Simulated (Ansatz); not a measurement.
C3H12InN, SMILES `C[NH2+][InH-]([CH3])[CH3]`. Total charge 0; spin multiplicity 1. In takes the def2 core potential. The geometry is a stationary point of PBE0-D4/def2-TZVP. It is one conformer, not always the lowest.

```xyz
17

C     1.101    0.021    1.697
N    -0.258   -0.477    1.481
In   -1.022   -0.221   -0.783
C     0.536   -1.426   -1.708
C    -0.848    1.946   -0.861
H     1.138    1.078    1.432
H     1.784   -0.513    1.035
H     1.444   -0.098    2.729
H    -0.918    0.007    2.079
H    -0.322   -1.461    1.712
H    -2.594   -0.934   -0.515
H     0.290   -1.625   -2.754
H     0.639   -2.393   -1.209
H     1.503   -0.918   -1.687
H     0.197    2.265   -0.884
H    -1.331    2.333   -1.761
H    -1.337    2.415   -0.002
```

Q: What is the dipole moment at B3LYP/def2-TZVPP? (Estimate.)

A: The calculation gave: 4.37 D, with components (1.77, -0.27, 3.98) D in this frame, pointing from negative to positive charge.

Q: And with PBE, r2SCAN, ωB97M-V? (Estimate.)

A: Ansatz gave: PBE 4.35 D, r2SCAN 4.37 D, ωB97M-V 4.34 D.

Q: Give the Mulliken charges with B3LYP, PBE, r2SCAN in def2-TZVPP. (Best estimate.)

A: The calculation gave: 
```csv
atom,B3LYP,PBE,r2SCAN
C1,-0.21,-0.21,-0.08
N2,-0.30,-0.29,-0.29
In3,0.83,0.75,0.70
C4,-0.66,-0.65,-0.55
C5,-0.66,-0.65,-0.55
H6,0.12,0.12,0.08
H7,0.12,0.12,0.08
H8,0.11,0.11,0.07
H9,0.16,0.17,0.16
H10,0.16,0.17,0.16
H11,-0.22,-0.20,-0.20
H12,0.10,0.10,0.08
H13,0.08,0.08,0.06
H14,0.09,0.09,0.07
H15,0.09,0.09,0.07
H16,0.10,0.10,0.08
H17,0.08,0.08,0.06
```

B3LYP here is the variant with VWN-RPA as its local correlation; programs differ in this.
